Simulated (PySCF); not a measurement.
What PySCF settings do for LiBr

Base input, run as `OMP_NUM_THREADS=1 python input.py` with PySCF 2.14:

```python
from pyscf import gto, scf, tdscf

mol = gto.M(
    atom='Li 0 0 0; Br 0 0 2.232',
    basis='jorge-dzp-dkh',
    charge=0,
    spin=0,
    verbose=4,
)
mf = scf.RHF(mol)
mf = mf.sfx2c1e()
mf.kernel()
td = tdscf.TDA(mf)
td.nstates = 3
td.kernel()
td.analyze()
mf.dip_moment()
print('orbital energies (hartree):', mf.mo_energy[..., max(0, mol.nelec[1]-3):mol.nelec[0]+3].round(4))
```

Base result: E(SCF) = -2611.840963 Eh, 9 cycles, μz(SCF) = -7.80 D, first singlet excitations without spin–orbit coupling 5.07, 5.07, 5.73 eV. Stability towards an unrestricted solution was not tested. The bond length is a typed value, not an optimised one.

Hardware: Arm Neoverse V2, 1 thread, shared host. Wall time 1.8 s, peak memory 0.13 GiB.

Each row names what differs from the base; energies in brackets are changes from the base.

| change | result | wall time (s) |
| --- | --- | --- |
| spin (2S): 0 → 40 [unsound on purpose] [runs as restricted open-shell] | stops with AssertionError | 0.63 |
| step after the SCF: tda → ccsd(t); frozen orbitals: default → 0 | E(SCF) = -2611.840963 Eh (+0.0000 eV), 9 cycles, E(CCSD) − E(SCF) = -0.63657 Eh, (T) = -0.00530 Eh, μz(SCF) = -7.80 D | 16 |
| electric field along z (a.u.): none → -0.01 | E(SCF) = -2611.872922 Eh (-0.8697 eV), 9 cycles, μz(SCF) = -8.43 D, first singlet excitations without spin–orbit coupling 6.11, 6.11, 6.82 eV | 1.6 |
| geometry: bond 2.232 → bond 2.5 | E(SCF) = -2611.834982 Eh (+0.1627 eV), 9 cycles, μz(SCF) = -8.82 D, first singlet excitations without spin–orbit coupling 4.60, 4.60, 5.16 eV | 1.9 |
| geometry: bond 2.232 → bond 1.964 | E(SCF) = -2611.824986 Eh (+0.4348 eV), 9 cycles, μz(SCF) = -6.90 D, first singlet excitations without spin–orbit coupling 5.51, 5.51, 6.19 eV | 1.6 |
| spin (2S): 0 → 4; SCF type: RHF → UHF [a high spin state] | E(SCF) = -2611.393194 Eh (+12.1844 eV), 11 cycles, ⟨S²⟩ = 6.001, μz(SCF) = 7.71 D, first excitations without spin–orbit coupling 0.10, 0.51, 0.66 eV | 3.1 |
| step after the SCF: tda → tdhf; number of roots: 3 → 5 | E(SCF) = -2611.840963 Eh (+0.0000 eV), 9 cycles, μz(SCF) = -7.80 D, first singlet excitations without spin–orbit coupling 5.06, 5.06, 5.72, 6.52, 6.52 eV | 3.2 |
| basis set: jorge-dzp-dkh → lanl2dz; core potential: off → on; spin-free X2C: on → off | E(SCF) = -20.461888 Eh, 9 cycles, μz(SCF) = -8.18 D, first singlet excitations without spin–orbit coupling 5.01, 5.01, 5.65 eV | 0.59 |
| geometry: bond 2.232 → bond 2.388 | E(SCF) = -2611.839055 Eh (+0.0519 eV), 9 cycles, μz(SCF) = -8.38 D, first singlet excitations without spin–orbit coupling 4.80, 4.80, 5.40 eV | 1.8 |
| geometry: bond 2.232 → bond 10 [unsound on purpose] [stretched restricted solution, likely unstable] | not converged: SCF after 50 cycles | 2.2 |
| step after the SCF: tda → stability | E(SCF) = -2611.840963 Eh (+0.0000 eV), 9 cycles, μz(SCF) = -7.80 D, internal stable; real -> complex stable; RHF/RKS -> UHF/UKS stable | 1.6 |
| step after the SCF: tda → mp2; frozen orbitals: default → 0 | E(SCF) = -2611.840963 Eh (+0.0000 eV), 9 cycles, E(MP2) − E(SCF) = -0.66003 Eh, μz(SCF) = -7.80 D | 1.1 |
| geometry: bond 2.232 → bond 3.348 [stretched restricted solution, likely unstable] | E(SCF) = -2611.784016 Eh (+1.5496 eV), 10 cycles, μz(SCF) = -12.67 D, first singlet excitations without spin–orbit coupling 3.13, 3.13, 3.44 eV | 1.6 |
| electric field along z (a.u.): none → 0.01 | E(SCF) = -2611.811643 Eh (+0.7978 eV), 9 cycles, μz(SCF) = -7.08 D, first singlet excitations without spin–orbit coupling 3.75, 3.75, 4.41 eV | 1.6 |
| basis set: jorge-dzp-dkh → 6-31g; spin-free X2C: on → off | E(SCF) = -2579.580044 Eh, 8 cycles, μz(SCF) = -8.31 D, first singlet excitations without spin–orbit coupling 5.10, 5.10, 5.77 eV | 0.93 |
| geometry: bond 2.232 → bond 4.464 [stretched restricted solution, likely unstable] | E(SCF) = -2611.729169 Eh (+3.0421 eV), 10 cycles, μz(SCF) = -18.25 D, first singlet excitations without spin–orbit coupling 1.61, 1.61, 1.89 eV | 1.7 |
| electric field along z (a.u.): none → 0.05 [may be another electronic state] | E(SCF) = -2611.768035 Eh (+1.9844 eV), 10 cycles, μz(SCF) = 9.04 D, first singlet excitations without spin–orbit coupling 2.04, 4.30, 6.37 eV | 1.5 |
| second-order solver: off → on | E(SCF) = -2611.840963 Eh (+0.0000 eV), 3 cycles, μz(SCF) = -7.80 D, first singlet excitations without spin–orbit coupling 5.07, 5.07, 5.73 eV | 1.9 |
| PCM solvent, dielectric constant: none → 4.71; step after the SCF: tda → analyze | E(SCF) = -2611.866089 Eh (-0.6837 eV), 9 cycles, μz(SCF) = -8.64 D | 2.5 |
| step after the SCF: tda → gradient | E(SCF) = -2611.840963 Eh (+0.0000 eV), 9 cycles, μz(SCF) = -7.80 D, gradient on the second atom -0.0036 Eh/bohr | 2.1 |
| number of roots: 3 → 2 | E(SCF) = -2611.840963 Eh (+0.0000 eV), 9 cycles, μz(SCF) = -7.80 D, first singlet excitations without spin–orbit coupling 5.07, 5.07 eV | 1.5 |
| spin-free X2C: on → off [unsound on purpose] | E(SCF) = -2572.272201 Eh, 9 cycles, μz(SCF) = -7.88 D, first singlet excitations without spin–orbit coupling 5.15, 5.15, 5.81 eV | 1.7 |
| basis set: jorge-dzp-dkh → pcseg-2; spin-free X2C: on → off | E(SCF) = -2579.969764 Eh, 9 cycles, μz(SCF) = -7.76 D, first singlet excitations without spin–orbit coupling 5.24, 5.24, 5.88 eV | 2.2 |

Order these changes by how far they move the SCF energy from the base, largest first: (1) electric field along z (a.u.): none → -0.01; (2) electric field along z (a.u.): none → 0.05; (3) geometry: bond 2.232 → bond 3.348; (4) geometry: bond 2.232 → bond 4.464.

(4) +3.0421 eV, (2) +1.9844 eV, (3) +1.5496 eV, (1) -0.8697 eV.
